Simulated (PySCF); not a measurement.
**Telling isomers of C₅H₁₀F₂O₂ apart by NMR**

- PBE0/pcSseg-1 with gauge-including orbitals
- coordinates at the GFN2-xTB level
- program: PySCF 2.14
- no solvent model, equivalent nuclei averaged, a single conformation, non-relativistic

Shifts are taken against calculated references (same method and geometry level): TMS for ¹H (31.72 ppm) and ¹³C (186.93 ppm). Splittings of carbon signals by F and P are missing where no couplings were computed. Where no couplings were computed, multiplicities follow the n + 1 count of equivalent neighbours, and m marks all less simple cases (inequivalent or close neighbours, rings, F or P nearby). Shifts are as computed. Against solution values, carbons near 30 ppm lie about +3 ppm off and those near 130 ppm about +5 ppm. Of 1211 compounds with measured shifts, 218 miss one by over three times the rms of a fit or turn the order of signals round; such compounds aren't used in these exercises.

(1) Tabulate the signals of `CCOCC(F)(F)OC`, `CCOC(F)(F)COC`, `COC(F)(OC)[C@H](C)F` and their relative energies.

(2) What is the quickest way to tell CCOC(F)(F)COC from COC(F)(OC)[C@H](C)F?

(3) What is the quickest way to tell CCOCC(F)(F)OC from COC(F)(OC)[C@H](C)F?

(4) What is the quickest way to tell CCOCC(F)(F)OC from CCOC(F)(F)COC?

## Answers

(1) 
| SMILES | carbon types | δC | δH | E rel. (kcal/mol) |
| --- | --- | --- | --- | --- |
| CCOCC(F)(F)OC | 1×C 2×CH2 2×CH3 | 131.8, 76.7, 71.5, 51.5, 18.2 | 3.89 (m, 2H), 3.84 (s, 3H), 3.74 (q, 2H), 1.26 (t, 3H) | 0.0 |
| CCOC(F)(F)COC | 1×C 2×CH2 2×CH3 | 131.7, 77.7, 64.5, 60.5, 19.6 | 4.33 (q, 2H), 3.88 (m, 2H), 3.51 (s, 3H), 1.49 (t, 3H) | 1.2 |
| COC(F)(OC)[C@H](C)F | 1×C 1×CH 3×CH3 | 127.6, 90.5, 54.2, 51.8, 17.7 | 4.94 (m, 1H), 3.85 (s, 3H), 3.74 (s, 3H), 1.54 (m, 3H) | 1.4 |

Energies are electronic energies at PBE0/pcSseg-1 on these geometries, without zero-point or thermal terms, each for the one conformer computed, which needn't be the lowest.

(2) Both give the same number of carbon signals, but DEPT or the intensities differ. The first has an sp3 CH2 bonded to O at 77.7 ppm, the second an sp3 CH bonded to F at 90.5 ppm. Their most deshielded carbons lie at 131.7 and 127.6 ppm. In the proton spectra the most deshielded non-exchanging signals are 4.33 (q, 2H) and 4.94 (m, 1H).

(3) Both give the same number of carbon signals, but DEPT or the intensities differ. The first has an sp3 CH2 bonded to O at 76.7 ppm, the second an sp3 CH bonded to F at 90.5 ppm. Their most deshielded carbons lie at 131.8 and 127.6 ppm. In the proton spectra the most deshielded non-exchanging signals are 3.89 (m, 2H) and 4.94 (m, 1H).

(4) Both give the same number of carbon signals, with the same numbers of each carbon type, so the positions decide. The first has a methyl carbon bonded to O (CH3) at 51.5 ppm, the second a methyl carbon bonded to O (CH3) at 60.5 ppm. Their most deshielded carbons lie at 131.8 and 131.7 ppm. In the proton spectra the most deshielded non-exchanging signals are 3.89 (m, 2H) and 4.33 (q, 2H).
